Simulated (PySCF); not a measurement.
Below is a simulated gas-phase P 2p photoelectron spectrum of `[SiH3][N-][SiH2]P`.

Every computed line was given a Gaussian of 1.0 eV full width at half maximum and an area set by the number of equivalent atoms (split 2:1 within a doublet); the highest printed point is 100. Level of theory: delta-SCF UKS SCAN, pcX-2 on the ionised atom, pcseg-1 elsewhere, spin-free X2C in PySCF.

```tsv
binding energy (eV)	intensity
129.9	0
130.0	1
130.1	1
130.2	2
130.3	4
130.4	7
130.5	11
130.6	18
130.7	27
130.8	38
130.9	51
131.0	65
131.1	78
131.2	89
131.3	96
131.4	100
131.5	99
131.6	96
131.7	90
131.8	83
131.9	76
132.0	71
132.1	65
132.2	61
132.3	56
132.4	50
132.5	43
132.6	36
132.7	29
132.8	22
132.9	16
133.0	11
133.1	7
133.2	4
133.3	2
133.4	1
133.5	1
133.6	0
133.7	0
```

Task: Count the maxima, the lines and the sites behind this envelope.

Result: The curve has 1 maximum (at 131.4 eV). Under it lie 2 lines from 1 inequivalent phosphorus site, drawn as a 2p3/2, 2p1/2 pair. At this width some lines have no maximum of their own.

Task: Decompose the envelope and assign each component. Numbering: `[SiH3:1][N-:2][SiH2:3][PH2:4]`.

Result: 
```
position (eV)  relative area     line  atoms                  environment
       131.37           0.67  P 2p3/2     P4  three-coordinate phosphorus
       132.27           0.33  P 2p1/2     P4  three-coordinate phosphorus
```

Task: What are the centre and the root-mean-square width of the whole band?

Result: The area-weighted mean of the lines is 131.67 eV. Their own spread about it is 0.42 eV (rms) and each Gaussian has σ = 1.0/2.355 = 0.42 eV; the variances add, which gives 0.60 eV.

Shake-up satellites, vibrational structure and lifetime widths aren't simulated. For 2p shells one spin-free hole was relaxed; a mean-field spin–orbit operator and the ground-state splitting of the three 2p orbitals were then diagonalised within the shell. The shell's mean is (2 × 2p3/2 + 2p1/2)/3, and the degeneracies 2j + 1 give areas of 2:1. 2p1/2 minus 2p3/2 (ligand field included): P 0.89 eV. The species carries charge -1, so core ionisation leaves a neutral species. The basis sets have no added diffuse functions. One conformer (not necessarily the lowest) at the GFN2-xTB geometry, without solvent, vibrations or thermal averaging.

On an Arm Neoverse N1 with one thread, no GPU, shared host with 64 logical CPUs at a one-minute load of 58, this took 66 s of wall time and 0.49 GiB of memory at its peak.

Shape of the structure used: `[SiH3:1][N-:2][SiH2:3][PH2:4]`: Si1–N2–Si3–P4 -32°, H–P4–Si3–N2 -42°, H–P4–Si3–N2 50°.
